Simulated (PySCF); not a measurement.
## AlF₃, singlet: data card

Method: PBE/[Al def2-TZVP, F def2-TZVP], no relativity, density fitting, PySCF.

The structure is a minimum.

Z-matrix (Å, degrees; charge 0 multiplicity 1):
```
Al
F  1 1.6473
F  1 1.6473 2 120.00
F  1 1.6473 2 120.00 3 180.00
```

| Item | Value |
| --- | --- |
| Point group | D3h |
| Bond lengths | Al–F 1.647 Å (×3) |
| Bond angles | F–Al–F 120.0° (×3) |
| Rotational symmetry number | 6 |
| Heat capacity Cp at 298.15 K | 63.1 J/(mol K) |
| Dipole moment | 0.00 D |
| Zero-point energy | 19.4 kJ/mol |
| Rotational constants | 0.218, 0.218, 0.109 cm⁻¹ |
| Enthalpy at 298.15 K above 0 K | 14.37 kJ/mol |
| Principal polarisabilities | 18.3, 21.3, 21.3 bohr³ |
| Principal quadrupole moments (Buckingham, traceless) about the centre of mass | -4.46, -4.46, 8.91 D Å |
| Entropy at 298.15 K and 1 bar | 279.4 J/(mol K) |
| Highest occupied level | -9.61 eV |
| Atomisation energy without zero-point energy | 1779 kJ/mol |
| Lowest empty level | -2.51 eV |

Harmonic modes (masses in u: Al 26.982, F 18.998):
```csv
symmetry,ω (cm⁻¹),"IR (km/mol, summed over degenerate members)",type
e',233,60.2,bend
a2'',278,120,bend
a1',664,0.0,stretch
e',920,338,stretch
```

In D3h the vibrations span 2e' + a2'' + a1'. The a1' mode carries no infrared intensity, as symmetry demands.

Charges (e):
```csv
atom,Mulliken,Löwdin,polar tensor,Mayer order to Al1
Al1,0.86,-0.05,1.79,–
"F2,3,4",-0.29,0.02,-0.60,1.19
```

Mulliken populations on Al1: s 4.57, p 6.85, d 0.57, f 0.15.

Counting electrons, aluminium keeps none of its valence electrons outside its bonds, so the VSEPR class is AX3 and the expected shape is trigonal planar (D3h), as computed.

The final relaxation and frequency run took 14 s on 4 threads of a shared Arm Neoverse V1 host, with 130 basis functions and 8 gradients; the process peaked at 1.3 GiB.
